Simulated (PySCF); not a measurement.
# Optical rotation: SMILES [C@@H]1(C(C)=S)CC[C@@H]1C, C₇H₁₂S

Geometry (Å), atoms numbered from 1 in this order:
```xyz
20

C    -2.1890   -1.1793   -0.6688
C    -1.2627   -0.0201   -0.8193
S    -1.0594    0.7049   -2.2607
C    -0.5454    0.4044    0.4084
C     0.1898    1.7523    0.4251
C     1.4310    1.0719    1.0160
C     0.8202   -0.3044    0.7028
C     1.4640   -1.0010   -0.4814
H    -1.7594   -1.9358   -0.0131
H    -2.4255   -1.6163   -1.6356
H    -3.1196   -0.8367   -0.2117
H    -1.2131    0.2875    1.2662
H    -0.2716    2.5277    1.0323
H     0.3515    2.1353   -0.5799
H     1.5502    1.2530    2.0823
H     2.3707    1.2841    0.5113
H     0.7704   -0.9907    1.5510
H     2.4830   -1.2855   -0.2265
H     1.4951   -0.3408   -1.3449
H     0.9146   -1.8996   -0.7565
```

Method: PySCF 2.14.0, TDDFT BHandHLYP/def2-SVPD circular dichroism and optical rotation, one conformer, gas phase. Geometry: GFN2-xTB.

The molecule is flexible and this is one conformer; a measurement averages over conformers.

Stereocentres: C4 R, C7 S.

Task: What is the specific rotation at 633, 589.3, 546 nm?

Result: [α] in deg dm⁻¹ (g/mL)⁻¹:
| λ (nm) | origin-invariant length gauge | modified velocity gauge | length gauge (centre of mass) | isotropic polarisability (au) |
| --- | --- | --- | --- | --- |
| 633 | -71.8 | -71.4 | -71.5 | 101.4 |
| 589.3 | -157.6 | -158.3 | -157.2 | 101.8 |
| 546 | -359.5 | -363.0 | -359.0 | 102.4 |

The shortest wavelength is close to the first absorption, where this undamped response comes out too large.

Task: And for the mirror image at 589.3 nm?

Result: +157.6 deg dm⁻¹ (g/mL)⁻¹ (origin-invariant length gauge): the same size and the opposite sign.

Task: What is the molar rotation [Φ] = [α]·M/100 of the geometry above at 589.3 nm?

Result: With M = 128.23 g/mol, -202.1 deg cm² dmol⁻¹ (origin-invariant length gauge).

The first excitation lies at 2.73 eV (454 nm) with R = -5.0 × 10⁻⁴⁰ esu² cm² (velocity form).
